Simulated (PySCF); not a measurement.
Species: C6H5ClF (doublet state).
SMILES with atom numbers: `[CH2:1]=[C:2]/[CH:3]=[C:4](\[F:5])[C:6](=[CH2:7])[Cl:8]` (hydrogens: H9, H10 on C1; H11 on C3; H12, H13 on C7)

Cartesian coordinates in Å at the GFN2-xTB level; atoms count from 1:
```xyz
13
C6H5ClF angstrom
C      3.135    0.390    0.362
C      1.861    0.565    0.356
C      0.545    0.745    0.349
C     -0.382   -0.192   -0.137
F      0.110   -1.356   -0.627
C     -1.789   -0.069   -0.177
C     -2.637   -1.007   -0.653
Cl    -2.440    1.418    0.445
H      3.650   -0.061    1.198
H      3.761    0.687   -0.467
H      0.135    1.668    0.737
H     -3.699   -0.855   -0.652
H     -2.255   -1.933   -1.041
```

The hyperfine couplings belong to this conformer and change with its torsions.

Method used: UKS B3LYP, pcH-1 on C Cl F H, non-relativistic, mean-field spin-orbit, GIAO in PySCF. Geometry: GFN2-xTB, one conformer, isolated molecule. A GFN2-xTB geometry isn't a minimum of the functional, and hyperfine couplings can be far from their values at a DFT geometry. Stability of the SCF solution: not tested. ⟨S²⟩ is 0.788 where a pure state has 0.75.

Principal values of hyperfine tensors in MHz (contact, dipolar and spin–orbit terms together), for some of the nuclei:

| atom | isotope | A1 | A2 | A3 | alike by the symmetry of this geometry |
| --- | --- | --- | --- | --- | --- |
| H10 | 1H | 77.14 | 77.69 | 83.31 | H9 |
| F5 | 19F | -56.55 | -26.76 | 288.16 | none |
| C4 | 13C | 13.32 | 15.95 | 156.56 | none |
| C6 | 13C | -73.69 | -36.01 | -32.23 | none |
| C3 | 13C | -62.75 | -31.03 | -26.55 | none |
| C7 | 13C | 1.64 | 3.21 | 112.32 | none |
| C2 | 13C | -1.78 | 8.10 | 101.28 | none |
| H12 | 1H | -49.27 | -31.09 | -12.58 | none |

(1) Give the isotropic coupling of each nucleus in MHz and in mT (g = 2.0027), and the anisotropic part.

(2) What spin density at the nucleus of F5 lies behind its contact coupling (g_N = 5.25774)?

(3) H13 (1H, g_N = 5.58569) isn't in the table. Its spin density at the nucleus is -0.006533 bohr⁻³. What is its contact coupling?

(4) Which nucleus of the table has the largest anisotropic coupling, and what is its form?

(5) In a single crystal, with the field along each principal axis of the tensor of C4 in turn, what first-order splitting does this nucleus give (isotropic g, quadrupole terms neglected)?

## Answers

(1) a_iso = (A1 + A2 + A3)/3, Ti = Ai − a_iso; 1 mT corresponds to 28.030 MHz. The tensors hold a spin–orbit part: the run splits a_iso into a_FC + a_SO, and T includes its anisotropic share.

```csv
atom,a_iso (MHz),a_FC,a_SO,a_iso (mT),T1,T2,T3
H10,79.38,79.38,0.00,2.832,-2.24,-1.69,3.93
F5,68.28,68.16,0.12,2.436,-124.83,-95.05,219.87
C4,61.94,61.93,0.02,2.210,-48.62,-45.99,94.62
C6,-47.31,-47.24,-0.07,-1.688,-26.38,11.30,15.08
C3,-40.11,-40.13,0.02,-1.431,-22.64,9.08,13.55
C7,39.06,39.11,-0.05,1.393,-37.41,-35.85,73.26
C2,35.87,35.93,-0.06,1.280,-37.65,-27.77,65.41
H12,-30.98,-30.98,0.00,-1.105,-18.29,-0.11,18.40
```

(2) a_FC = (2μ0/3) gₑ μB g_N μN ρ(0)/(2S·h) = 800.24 MHz × g_N × ρ(0)/(2S), with ρ in bohr⁻³. With a_FC = 68.16 MHz and 2S = 1, ρ(0) = 0.0162 bohr⁻³.

(3) By the same relation, a_FC = -29.2 MHz. Its full tensor has the principal values -44.01, -30.47, -13.11 MHz.

(4) F5: -124.8, -95.0, 219.9 MHz (the dipolar term alone has -125.8, -94.4, 220.2), rhombic: the two smaller values differ by 14 % of the largest.

(5) 2 lines (I = 1/2), spaced by |A_i|/(g × 13.996): 0.48, 0.57, 5.59 mT along the axes of A1, A2 and A3.
